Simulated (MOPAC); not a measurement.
MOPAC input (MNDO):

```
MNDO PRECISE GNORM=0.05 LET XYZ CHARGE=-1 GEO-OK AUX(PRECISION=9) THREADS=1
H3BO2P

O    -0.25914300 1    1.46760200 1    0.78718500 1
B    -0.29311300 1    0.21686700 1    0.14712800 1
O    -1.62528800 1   -0.27432000 1    0.05520400 1
P     1.14375900 1   -0.75926900 1   -0.52931800 1
H    -1.16423000 1    1.70727700 1    1.02004300 1
H    -1.60864300 1   -1.12762500 1   -0.38628400 1
H     2.15751300 1    0.17878100 1   -0.16875200 1
```

Output:

```
 *******************************************************************************
 **                                                                           **
 **                              MOPAC v23.2.5                                **
 **                                                                           **
 *******************************************************************************
 ** MOPAC's Digital Object Identifier: https://doi.org/10.5281/zenodo.6511958 **
 **                                                                           **
 ** Please cite the open-source release paper for use of this MOPAC version:  **
 ** J. E. Moussa and J. J. P. Stewart (2026)                                  **
 ** MOPAC: An open-source semiempirical molecular orbital program             **
 ** J. Open Source Softw., 11(119), 8025, https://doi.org/10.21105/joss.08025 **
 *******************************************************************************

                              MNDO CALCULATION RESULTS

 *******************************************************************************
 *  MNDO       - The MNDO Hamiltonian to be used
 *  GEO-OK     - OVERRIDE INTERATOMIC DISTANCE AND OTHER SAFETY CHECKS
 *
 *
 *
 *                 CHARGE ON SYSTEM = -1
 *
 *
 *
 *  LET        - OVERRIDE SOME SAFETY CHECKS
 *  PRECISE    - TIGHTER CRITERIA TO BE USED
 *  XYZ        - CARTESIAN COORDINATE SYSTEM TO BE USED
 *  GNORM      - EXIT WHEN GRADIENT NORM DROPS BELOW 0.050
 *  AUX        - OUTPUT AUXILIARY INFORMATION
 *******************************************************************************
MNDO PRECISE GNORM=0.05 LET XYZ CHARGE=-1 GEO-OK AUX(PRECISION=9) THREADS=1
 H3BO2P

   ATOM   CHEMICAL          X               Y               Z
  NUMBER   SYMBOL      (ANGSTROMS)     (ANGSTROMS)     (ANGSTROMS)

     1       O         -0.25914300  *   1.46760200  *   0.78718500  *
     2       B         -0.29311300  *   0.21686700  *   0.14712800  *
     3       O         -1.62528800  *  -0.27432000  *   0.05520400  *
     4       P          1.14375900  *  -0.75926900  *  -0.52931800  *
     5       H         -1.16423000  *   1.70727700  *   1.02004300  *
     6       H         -1.60864300  *  -1.12762500  *  -0.38628400  *
     7       H          2.15751300  *   0.17878100  *  -0.16875200  *

          CARTESIAN COORDINATES

    NO.       ATOM           X           Y           Z

     1         O         -0.2591      1.4676      0.7872
     2         B         -0.2931      0.2169      0.1471
     3         O         -1.6253     -0.2743      0.0552
     4         P          1.1438     -0.7593     -0.5293
     5         H         -1.1642      1.7073      1.0200
     6         H         -1.6086     -1.1276     -0.3863
     7         H          2.1575      0.1788     -0.1688

  H: (MNDO): M.J.S. DEWAR, W. THIEL, J. AM. CHEM. SOC., 99, 4899, (1977)
  B: (MNDO): M.J.S. DEWAR, M.L. MCKEE, J. AM. CHEM. SOC., 99, 5231, (1977)
  O: (MNDO): M.J.S. DEWAR, W. THIEL, J. AM. CHEM. SOC., 99, 4899, (1977)
  P: (MNDO): M.J.S.DEWAR, M.L.MCKEE, H.S. RZEPA,J. AM. CHEM. SOC., 100 3607 1978

           Empirical Formula: H3 O2 B P  =     7 atoms

      MOLECULAR POINT GROUP   :   Cs

      RHF CALCULATION, NO. OF DOUBLY OCCUPIED LEVELS = 12

          Geometry optimization using EF

          DIAGONAL MATRIX USED AS START HESSIAN

 CYCLE:     1  GRAD.:   120.354 HEAT: -176.4688
 CYCLE:     2  GRAD.:    69.194 HEAT: -183.6118
 CYCLE:     3  GRAD.:   333.139 HEAT: -166.0423
 CYCLE:     4  GRAD.:   152.051 HEAT: -176.8615
 CYCLE:     5  GRAD.:   387.550 HEAT: -165.2560
 CYCLE:     6  GRAD.:   280.317 HEAT: -172.0053
 CYCLE:     7  GRAD.:   232.356 HEAT: -170.3834
 CYCLE:     8  GRAD.:   155.217 HEAT: -177.1383
 CYCLE:     9  GRAD.:   186.250 HEAT: -176.9247
 CYCLE:    10  GRAD.:   258.314 HEAT: -165.3592
 CYCLE:    11  GRAD.:   139.453 HEAT: -180.4237
 CYCLE:    12  GRAD.:   112.233 HEAT: -181.2348
 CYCLE:    13  GRAD.:    36.952 HEAT: -185.4274
 CYCLE:    14  GRAD.:    40.006 HEAT: -185.4630
 CYCLE:    15  GRAD.:     2.618 HEAT: -185.8942
 CYCLE:    16  GRAD.:     1.182 HEAT: -185.8989
 CYCLE:    17  GRAD.:     0.939 HEAT: -185.9013
 CYCLE:    18  GRAD.:     0.435 HEAT: -185.9023
 CYCLE:    19  GRAD.:     0.193 HEAT: -185.9025
 CYCLE:    20  GRAD.:     0.227 HEAT: -185.9026
 CYCLE:    21  GRAD.:     0.046 HEAT: -185.9026

     GRADIENT =  0.04556 IS LESS THAN CUTOFF =  0.05000

 -------------------------------------------------------------------------------
 MNDO PRECISE GNORM=0.05 LET XYZ CHARGE=-1 GEO-OK AUX(PRECISION=9) THREADS=1
 H3BO2P

     GEOMETRY OPTIMISED USING EIGENVECTOR FOLLOWING (EF).
     SCF FIELD WAS ACHIEVED

                              MNDO CALCULATION
                                                       MOPAC v23.2.5 Linux

          FINAL HEAT OF FORMATION =       -185.90265 KCAL/MOL =    -777.81669 KJ/MOL

          COSMO AREA              =         99.77 SQUARE ANGSTROMS
          COSMO VOLUME            =         83.32 CUBIC ANGSTROMS

          GRADIENT NORM           =          0.04556          =       0.01722 PER ATOM
          IONIZATION POTENTIAL    =          2.499010 EV
          HOMO LUMO ENERGIES (EV) =         -2.499  7.549
          NO. OF FILLED LEVELS    =         12
          MOLECULAR WEIGHT        =         76.8063         POINT GROUP:  Cs

          MOLECULAR DIMENSIONS (Angstroms)

            Atom       Atom       Distance
            H     7    H     6     3.93409
            H     5    P     4     3.41899
            O     3    O     1     0.00000

          SCF CALCULATIONS        =         22

   ATOM   CHEMICAL          X               Y               Z
  NUMBER   SYMBOL      (ANGSTROMS)     (ANGSTROMS)     (ANGSTROMS)

     1       O         -0.22696281  *   1.42474575  *   0.76122235  *
     2       B         -0.28810836  *   0.18824381  *   0.13178118  *
     3       O         -1.59153329  *  -0.30408737  *   0.03579231  *
     4       P          1.08192860  *  -0.68873569  *  -0.48551642  *
     5       H         -1.05170755  *   1.78662342  *   1.04730573  *
     6       H         -1.61242816  *  -1.14350461  *  -0.39400508  *
     7       H          2.11244687  *   0.10739672  *  -0.20006874  *

                             CARTESIAN COORDINATES

   1    O       -0.226962806     1.424745755     0.761222348
   2    B       -0.288108364     0.188243812     0.131781180
   3    O       -1.591533292    -0.304087368     0.035792309
   4    P        1.081928603    -0.688735689    -0.485516423
   5    H       -1.051707546     1.786623420     1.047305728
   6    H       -1.612428161    -1.143504609    -0.394005078
   7    H        2.112446866     0.107396723    -0.200068741

           Empirical Formula: H3 O2 B P  =     7 atoms

      MOLECULAR POINT GROUP   :   Cs

                  EIGENVALUES
 -36.98310 -35.00843 -16.85373 -14.67536 -13.19535 -10.48969  -9.38352  -8.92648
  -7.23983  -6.85519  -4.49868  -2.49901   7.54854   8.11627   8.64093  10.13542
  10.25251  12.74661  13.25178

              NET ATOMIC CHARGES AND DIPOLE CONTRIBUTIONS

  ATOM NO.   TYPE          CHARGE      No. of ELECS.   s-Pop       p-Pop
    1          O          -0.297787        6.2978     1.77686     4.52092
    2          B          -0.033591        3.0336     1.16948     1.86411
    3          O          -0.334487        6.3345     1.77911     4.55538
    4          P          -0.619450        5.6194     1.77430     3.84515
    5          H           0.150302        0.8497     0.84970
    6          H           0.184812        0.8152     0.81519
    7          H          -0.049801        1.0498     1.04980
 DIPOLE           X         Y         Z       TOTAL
 POINT-CHG.    -2.940     0.680     0.706     3.099
 HYBRID        -0.780     1.506     0.870     1.906
 SUM           -3.720     2.186     1.576     4.593

          ATOMIC ORBITAL ELECTRON POPULATIONS

     Atom    s        px        py        pz
    1  O   1.77686   1.36197   1.43674   1.72221
    2  B   1.16948   0.71423   0.62247   0.52742
    3  O   1.77911   1.46963   1.34516   1.74059
    4  P   1.77430   0.92877   1.27222   1.64416
    5  H   0.84970
    6  H   0.81519
    7  H   1.04980

 **********************
 *                    *
 * JOB ENDED NORMALLY *
 *                    *
 **********************

 == MOPAC DONE ==
```

The dipole moment of an ion depends on the origin.

The geometry given is a B3LYP-D3(BJ)/def2-TZVP minimum.
